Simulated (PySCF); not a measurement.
Species: C2H11AlO2Si.
Structure used (GFN2-xTB), in Å, numbered top down from 1:
```xyz
17
C2H11AlO2Si angstrom
C      0.5551    1.8132    0.0888
O      0.7644    0.4148    0.0037
Al     1.7447   -0.8300    1.0146
C      0.0717   -0.2236   -1.0393
O     -1.2779   -0.1202   -0.9142
Si    -2.2407   -0.7880    0.2428
H      0.9527    2.3101   -0.8004
H      1.0960    2.1438    0.9741
H     -0.5093    2.0351    0.1911
H      0.6278   -1.8603    1.4407
H      2.2456    0.2414    2.0539
H      2.7211   -1.3109   -0.1332
H      0.3641    0.2199   -2.0038
H      0.4142   -1.2693   -0.9962
H     -1.8766   -0.2933    1.5697
H     -3.4910   -0.2270   -0.2497
H     -2.1687   -2.2437    0.1725
```

PySCF, density fitting, gas phase, GFN2-xTB geometry. The standard run uses grid level 2 after a coarse-grid start, the def2-universal JK fitting basis (with tight functions added where the orbital basis needs them), an energy threshold of 1e-9 Eh and DIIS. The changed runs have no coarse-grid stage.

Question: Standard PBE0/pcSseg-1: E = -764.641562 Eh, HOMO -7.439 eV, LUMO -0.049 eV, dipole 3.980 D, 13 cycles (coarse-grid cycles included). What changes at PBE0/pcSseg-1 with: grid level 1, start guess sap?

Answer: E = -764.641614 Eh (-0.052 mEh), HOMO -7.440 eV (-0.001), LUMO -0.050 eV (-0.001), dipole 3.979 D (-0.001), 18 SCF cycles. Of the changed settings only the grid enters the energy expression; the total energy moves by 0.03 kcal/mol.

The cycles:
```
cycle   1  E = -689.3838822078  dE =  6.640e+01  |g| = 8.799e+00  |ddm| = 6.298e+01
cycle   2  E = -582.7628045168  dE =  1.066e+02  |g| = 1.898e+01  |ddm| = 6.452e+01
cycle   3  E = -717.9847903889  dE = -1.352e+02  |g| = 1.132e+01  |ddm| = 1.136e+01
cycle   4  E = -683.3357306108  dE =  3.465e+01  |g| = 1.082e+01  |ddm| = 8.769e+00
cycle   5  E = -738.3436102324  dE = -5.501e+01  |g| = 8.006e+00  |ddm| = 8.458e+00
cycle   6  E = -752.0325274661  dE = -1.369e+01  |g| = 5.525e+00  |ddm| = 6.841e+00
cycle   7  E = -756.1675192167  dE = -4.135e+00  |g| = 4.068e+00  |ddm| = 9.861e+00
cycle   8  E = -757.9509042833  dE = -1.783e+00  |g| = 3.530e+00  |ddm| = 1.341e+01
cycle   9  E = -764.3637720951  dE = -6.413e+00  |g| = 1.115e+00  |ddm| = 1.011e+01
cycle  10  E = -764.4807777950  dE = -1.170e-01  |g| = 9.278e-01  |ddm| = 1.479e+00
cycle  11  E = -764.6357129680  dE = -1.549e-01  |g| = 1.811e-01  |ddm| = 6.771e-01
cycle  12  E = -764.6409388638  dE = -5.226e-03  |g| = 5.344e-02  |ddm| = 1.512e-01
cycle  13  E = -764.6415865423  dE = -6.477e-04  |g| = 1.074e-02  |ddm| = 6.044e-02
cycle  14  E = -764.6416126742  dE = -2.613e-05  |g| = 2.439e-03  |ddm| = 1.185e-02
cycle  15  E = -764.6416135265  dE = -8.523e-07  |g| = 1.407e-03  |ddm| = 2.409e-03
cycle  16  E = -764.6416138486  dE = -3.221e-07  |g| = 2.136e-04  |ddm| = 8.791e-04
cycle  17  E = -764.6416138598  dE = -1.115e-08  |g| = 5.492e-05  |ddm| = 2.629e-04
cycle  18  E = -764.6416138605  dE = -7.369e-10  |g| = 1.489e-05  |ddm| = 6.045e-05
```
